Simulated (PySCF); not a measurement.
CHCl2, SMILES Cl[CH]Cl (connectivity only; charge and spin as stated), charge +1, multiplicity 1. Heavy atoms are numbered as in [Cl:1][CH:2][Cl:3]. Hydrogens are named by the atom that carries them.

Geometry optimised at r2SCAN-D4/def2-TZVP. The multiplicity is an assumed one; other spin states were not compared. The isomer is the one that the SMILES or the coordinates give; other isomers of the formula were not compared.

Computed with PySCF with B3LYP/pcSseg-2.

GIAO shieldings, no solvent; atoms alike by connectivity are averaged. δ = σ(ref) − σ: ³⁵Cl against HCl (σ = 930.0 ppm); ¹³C against TMS (σ = 181.3 ppm); ¹H against TMS (σ = 31.68 ppm), references at their B3LYP-D3(BJ)/def2-TZVP geometries, non-relativistic (without spin–orbit terms, shifts of atoms bonded to Cl or Br come out too high).

### Question
Estimate the chemical shifts. (Estimate from the structure and the level; the computed values follow.)

### Answer

```tsv
nucleus	atoms	count	δ (ppm)
³⁵Cl	Cl1	2	965.9
¹³C	C2 (CH)	1	287.5
¹H	H on C2	1	11.57
```
